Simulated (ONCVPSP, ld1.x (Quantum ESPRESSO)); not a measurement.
# Pseudopotentials across the periodic table

Generated with ld1.x 7.5 (TM, RRKJ, ultrasoft, PAW), atompaw 4.2 or ONCVPSP 4.0.1. The cutoff is in Ry: for ld1.x and atompaw files where the sum of valence levels is converged to 10 mRy in a Bessel basis, for ONCV files where the hardest occupied wave has 1 mHa per electron of residual kinetic energy. The error is the largest all-electron minus pseudo excitation energy over each file’s own four to seven test configurations (ionisations up to +4, promotions, holes and added fractions of an electron), all of which were solved. The labels leave out finer settings (local radius, basis sizes, second energies), which also bear on the numbers. Spin-polarised tests are not counted. The rows are a selection from randomly drawn settings: files with unsolved tests, undetermined cutoffs or missed reference levels are left out.

A true bound ghost makes a file unfit for plane-wave use even where its test errors are small: the radial tests pick states by their node count and pass the ghost by.

```tsv
element	potential	cutoff (Ry)	largest error (meV)	bound ghosts
Cr	ONCV, PBE, scalar-relativistic, rc 2.75/0.85/1.90 (spd), local smoothed, core correction yes, reference 3p6 3d5 4s0.5, qcut 1.9/9.2/9.5, projectors 3/2/2	95	+8.1	s
Cu	ONCV, PBE, non-relativistic, rc 1.30/1.05/1.05 (spd), local smoothed, core correction no, reference 3s2 3p6 3d10 4s0.5, qcut 8/12.8/15.2, projectors 2/2/1	179	-14	none
Ga	ONCV, PBE, fully relativistic, rc 0.85/1.40/1.00/0.85 (spdf), local f, core correction yes, reference 3s2 3p6 3d10 4s1 4p2, qcut 17.2/10.2/14.2/11.4, projectors 2/2/2/0	187	+0.8	none
Sr	ONCV, PBE, scalar-relativistic, rc 1.80/3.00/1.80 (spd), local d, core correction yes, reference 4s2 4p6 5s1 5p1, qcut 8.1/5.6/4.6, projectors 3/2/0	38	-2.4	none
Cs	TM, PBE, fully relativistic, rc 4.05/3.80/4.20 (spd), local s, core correction yes, reference 5d0 6s1 6p0	6	+10	p1/2, p3/2
Sm	ONCV, PBE, scalar-relativistic, rc 2.25/2.35/3.85 (spd), local smoothed, core correction yes, reference 5s2 5p6 5d1 6s1 6p1, qcut 5.5/4.8/4.9, projectors 2/2/2	20	+3.8	none
Tb	TM, LDA (PZ), scalar-relativistic, rc 3.15/4.90/2.65/3.20 (spdf), local s, core correction no, reference 5d1 6s1.5 6p0	15	+176	none
Er	ONCV, PW91, fully relativistic, rc 2.25/1.50/3.45 (spd), local smoothed, core correction yes, reference 5s2 5p6 5d1.5 6s1.5, qcut 5.6/6.5/3.7, projectors 3/1/2	83	-36	none
```

Problem. Fill in the row for He: RRKJ, Wu–Cohen, fully relativistic, rc 0.45 (s), local smoothed, core correction no, reference 1s2.

Solution. cutoff 200 Ry, largest error +1.0 meV, bound ghosts: none.
